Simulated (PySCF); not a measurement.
Assignment exercise: C$_{2}$H$_{11}$FO$_{2}$Si$_{3}$

Atoms are numbered as in `[CH3:1][C@H:2]([F:3])[SiH2:4][O:5][SiH2:6][O:7][SiH3:8]`. Hydrogens are named by the atom that carries them. Ha(Si4), Ha(Si6) are pro-R; Hb(Si4), Hb(Si6) are pro-S.

Theory: geometry: GFN2-xTB, shielding tensors at PBE0/pcSseg-1 (GIAO), in PySCF 2.14.0 with density-fitted response routines (gas phase, equivalent nuclei averaged, relativity neglected, single conformer).

Referencing at the same level of theory: TMS for ¹³C (186.93 ppm) and ¹H (31.72 ppm).

Task: Assign these signals to the numbered atoms. ¹³C{¹H} NMR (computed): δ 90.4 (CH), 19.9 (CH3).

Result: 
| δ (ppm) | atoms | environment | reason |
| --- | --- | --- | --- |
| 90.4 | C2 | sp3 CH bonded to F and Si | the inductive effect lowers its shielding |
| 19.9 | C1 | methyl carbon | a saturated carbon with 1 carbon neighbour and no heteroatom attached |

Task: Assign these signals to the numbered atoms. ¹H NMR (300 MHz, computed): δ 5.36 (m, 1H), 5.24 (s, 3H), 5.03 (m, 1H), 4.99 (m, 1H), 4.93 (m, 1H), 4.79 (m, 1H), 1.77 (m, 3H).

Result: 
| δ (ppm) | atoms | environment | reason |
| --- | --- | --- | --- |
| 5.36 | Hb(Si4) | hydrogen on a silicon bonded to C, O | – |
| 5.24 | H(Si8) | hydrogen on a silicon bonded to O | – |
| 5.03 | Ha(Si6) | hydrogen on a silicon bonded to 2 O | – |
| 4.99 | Ha(Si4) | hydrogen on a silicon bonded to C, O | – |
| 4.93 | Hb(Si6) | hydrogen on a silicon bonded to 2 O | – |
| 4.79 | H(C2) | hydrogen on an sp3 CH bonded to F and Si | its carbon carries F, hence the downfield position |
| 1.77 | H(C1) | hydrogen on a methyl carbon | – |

Ha(Si6) and Ha(Si4); Ha(Si4) and Hb(Si6) lie closer than the usual error of such a calculation, so a measured spectrum could show them in the other order.

Splittings by ¹⁹F in the carbon and heteronuclear signals aren't shown, as no couplings were computed. Shifts are as computed. Against solution values, carbons near 30 ppm lie about +3 ppm off and those near 130 ppm about +5 ppm. Of 1211 compounds with measured shifts, 218 miss one by over three times the rms of a fit or turn the order of signals round; such compounds aren't used in these exercises. Multiplicities follow the n + 1 count of equivalent neighbours, as no J values were calculated; m marks all less simple cases, F and P coupling included.
